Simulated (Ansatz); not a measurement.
Input for Ansatz (development build ahead of 0.2.0):

```yaml
crystal:
  periodic: [false, false, false]
  atoms:
    - { symbol: V, position_ang: [0.0, 0.0, 0.0] }
    - { symbol: "N", position_ang: [0.0, 2.679, 0.0] }
    - { symbol: Si, position_ang: [0.0, -3.1574, 0.0] }
basis:
  gaussian: { orbitals: pcseg-2 }
magnetization:
  spin_polarized: true
hamiltonian:
  xc: { name: wB97X }
```

The input is written out in the form of the current development build from the run's settings.

The run gave:

| Item | Value |
| --- | --- |
| Converged | yes |
| Total energy | -1287.91970 hartree |
| Spin squared of the determinant | 3.234 |
| Stability test | minimum |

Caution: another spin multiplicity may lie lower; the unrestricted determinant is a mixture of spin states.
